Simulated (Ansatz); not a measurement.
Ansatz results at the PBE0-D4/def2-TZVP geometry: size of the dipole moment (PBE/def2-TZVPP) 1.48 D; HOMO energy (PBE/def2-TZVPP) -7.08 eV; HOMO energy (ωB97M-V/def2-TZVPP) -10.56 eV.

Each molecule was computed in one conformer, which needn't be the lowest.

**Question.** Which molecule gave them?
A. `C[C](=N)[GeH3]`
B. `[BH2][GeH]([CH3])[OH]`
C. `BO[CH2][GeH3]`
D. `FC1=C[C]1(F)[GeH3]`

**Answer.** C. The others give `[BH2][GeH]([CH3])[OH]`: 1.58, -6.43, -10.14; `C[C](=N)[GeH3]`: 1.42, -5.75, -9.35; `FC1=C[C]1(F)[GeH3]`: 1.80, -6.75, -10.11.
